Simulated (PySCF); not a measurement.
SMILES C(c1ccc(cc1)Cl)=C (GFN2-xTB optimised geometry):

```
16

C      2.471    -1.864     0.000
C      1.143    -1.864     0.000
C      0.270    -0.697     0.000
C     -1.114    -0.890     0.000
C     -1.990     0.177     0.000
C     -1.486     1.468     0.000
Cl    -2.573     2.813     0.000
C     -0.118     1.690     0.000
C      0.748     0.615     0.000
H      3.029    -2.784     0.000
H      3.056    -0.960     0.000
H      0.621    -2.813     0.000
H     -1.508    -1.896     0.000
H     -3.056     0.013     0.000
H      0.263     2.700     0.000
H      1.810     0.802     0.000
```

Computed with PBE/def2-TZVP run with PySCF.

Question: What are the frontier orbital energies and the dipole moment?

Answer: HOMO-2 -7.23 eV, HOMO-1 -6.72 eV, HOMO -5.66 eV, LUMO -2.16 eV, LUMO+1 -1.47 eV; dipole moment 1.36 D.

On the same geometry PBE0/def2-TZVP (PySCF) gives HOMO-2 -8.48 eV, HOMO-1 -7.74 eV, HOMO -6.60 eV, LUMO -1.33 eV, LUMO+1 -0.55 eV; dipole moment 1.53 D.

Meta-Löwdin charges at PBE/def2-TZVP: C1 -0.27, C2 -0.11, C3 0.01, C4 -0.12, C5 -0.13, C6 0.01, Cl7 -0.04, C8 -0.13, C9 -0.11, H10 0.13, H11 0.12, H12 0.12, H13 0.12, H14 0.13, H15 0.13, H16 0.12.
